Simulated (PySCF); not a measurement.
C2H4Cl2Si2, SMILES [SiH3]C#C[SiH](Cl)Cl.

The structure is a stationary point at B3LYP-D3(BJ)/def2-SVP. This is a generated structure with no PubChem entry under its InChIKey; it may be hypothetical.

Two levels are set side by side: PBE/def2-TZVP (PySCF) and ωB97X/def2-TZVP (PySCF). Same geometry, gas phase. Differences are taken from unrounded values.

| quantity | PBE |
|---|---|
| orbital gap (eV) | 5.13 |
| highest occupied level (eV) | -7.37 |
| lowest empty level (eV) | -2.25 |
| dipole moment (D) | 1.76 |
| mean polarisability (bohr³) | 102.9 |

### Question
These are the PBE values. What does ωB97X give? (Estimate from the structure and the level; the computed values follow.)

### Answer

```
quantity                      ωB97X  PBE minus ωB97X
---------------------------  ------  ---------------
orbital gap (eV)              11.69            -6.56
highest occupied level (eV)  -10.96             3.58
lowest empty level (eV)        0.73            -2.98
dipole moment (D)              1.87            -0.11
mean polarisability (bohr³)    96.1              6.9
```

PBE's occupied levels lie high since its potential decays too fast outside the molecule; exact exchange lowers them and widens the gap. Loosely held outer electrons make PBE densities more polarisable. Differences between two approximate levels are no errors against the true value.

Rough cost on one machine, each run with all the roots and properties that it gave: ωB97X against PBE within a factor of 2.
